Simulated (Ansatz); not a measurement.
Basis sets compared for the cluster GaAs₂. The state is a doublet with charge 0. Geometry r2SCAN-D4/def2-TZVP. Ansatz on 4 threads of Arm Neoverse V1 on a shared host; times are rough, and most runs start from earlier orbitals.

```xyz
3

Ga   -0.7150   -1.3824    0.5825
As    0.3042    0.2911   -1.3051
As    0.4108    1.0913    0.7226
```

The structure comes from a short search, and lower isomers may exist.

Binding counts from free atoms (Ga doublet, As quartet) in the same basis, without a counterpoise term.

```tsv
level	functions	energy (Eh)	HOMO (eV)	LUMO (eV)	binding per atom (eV)	wall time
PBE-D4/def2-SVP	96	-6394.8849	-4.76	-4.06	2.06	1.5 s
PBE-D4/def2-TZVP	144	-6395.6847	-4.79	-4.06	2.08	2.6 s
r2SCAN-D4/def2-TZVP	144	-6396.6023	-5.16	-3.96	1.94	7.5 s
PBE0-D4/def2-SVP	96	-6395.0401	-5.71	-3.38	1.87	2.7 s
PBE0-D4/def2-TZVP	144	-6395.8392	-5.72	-3.35	1.90	5.5 s
```

Problem. Estimate the rows for PBE-D4/def2-TZVPD, r2SCAN-D4/def2-TZVPD, PBE0-D4/def2-TZVPD.

Solution. 
```csv
level,functions,energy (Eh),HOMO (eV),LUMO (eV),binding per atom (eV),wall time
PBE-D4/def2-TZVPD,162,-6395.6859,-4.83,-4.10,2.08,4.4 s
r2SCAN-D4/def2-TZVPD,162,-6396.6033,-5.18,-3.98,1.94,9.5 s
PBE0-D4/def2-TZVPD,162,-6395.8402,-5.75,-3.38,1.90,6.5 s
```
